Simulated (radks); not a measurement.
Bi, configuration [Xe] 4f14 5d10 6p3 6d2 (not the ground configuration). All-electron calculation, Dirac Kohn-Sham, BLYP, spin-unpolarised, spherical densities, point nucleus; open shells are shared between the two j in proportion to 2j + 1. Program: a radial shooting solver on a logarithmic mesh with Libxc functionals.

Spin-orbit splittings of the eigenvalues, e(l+1/2) - e(l-1/2), with zeta = 2 splitting/(2l+1) and mean radii in bohr:

shell  occ.  splitting (eV)  zeta (eV)  <r> j=l-1/2  <r> j=l+1/2
2p        6            2321       1547      0.05388      0.06293
3p        6           519.6      346.4       0.1615       0.1780
3d       10           110.1      44.05       0.1545       0.1595
4p        6           128.1      85.40       0.3777       0.4125
4d       10           23.90      9.559       0.4161       0.4272
4f       14           5.492      1.569       0.4381       0.4442
5p        6           24.76      16.51       0.8845       0.9734
5d       10           3.065      1.226        1.196        1.237
6p        3           2.737      1.824        2.439        2.735
6d        2          0.1027    0.04108        5.494        5.749
